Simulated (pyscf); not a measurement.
# H₂C=SiH₂, singlet

Gas-phase minimum from PySCF at ωB97X-D3(BJ)/def2-SVP, one conformer. 

SMILES: [SiH2]=C
```xyz
6

C     -0.4494     0.7756     0.2267
Si     0.8004    -0.2721    -0.2572
H     -0.4631     1.2509     1.2123
H     -1.2918     1.0177    -0.4286
H      0.8343    -0.9242    -1.5890
H      1.9505    -0.6128     0.6154
```

Bonds (Å): C1–Si2 1.701, C1–H3 1.094, C1–H4 1.094, Si2–H5 1.483, Si2–H6 1.483. Bond angles (°): Si2–C1–H3 122.2, Si2–C1–H4 122.1, H3–C1–H4 115.7, C1–Si2–H5 122.9, C1–Si2–H6 122.9, H5–Si2–H6 114.2.

Properties at ωB97X-D3(BJ)/def2-SVP:

```json
{
 "harmonic_wavenumbers_unscaled": "472, 524, 742, 794, 830, 952, 1026, 1387, 2298, 2310, 3183, 3285 cm⁻¹",
 "zero_point_energy": "25.5 kcal/mol",
 "rotational_symmetry_number": "2",
 "Entropy of this conformer at 298 K and 1 atm, rigid rotor and harmonic oscillator, modes under 100 cm⁻¹ raised to 100": "244.4 J/(mol K)",
 "dipole_moment": "0.76 D"
}
```

Single-point totals, which compare only within one level (frozen core for MP2 and CC):

```
level                   total energy (hartree)
----------------------  ----------------------
ωB97X-D3(BJ)/def2-TZVP              -330.00690
PBE/def2-TZVP                       -329.75185
r²SCAN/def2-TZVP                    -329.90687
B3LYP-D3(BJ)/def2-TZVP              -329.99627
PBE0-D3(BJ)/def2-TZVP               -329.78749
M06-2X/def2-TZVP                    -329.91377
ωB97M-D3(BJ)/def2-TZVP              -330.01213
HF/def2-TZVPP                       -329.08536
MP2/def2-TZVPP                      -329.38113
CCSD/def2-TZVPP                     -329.41123
CCSD(T)/def2-TZVPP                  -329.42569
```

The CCSD(T) − MP2 part came from Ansatz, without density fitting, on the same reference.
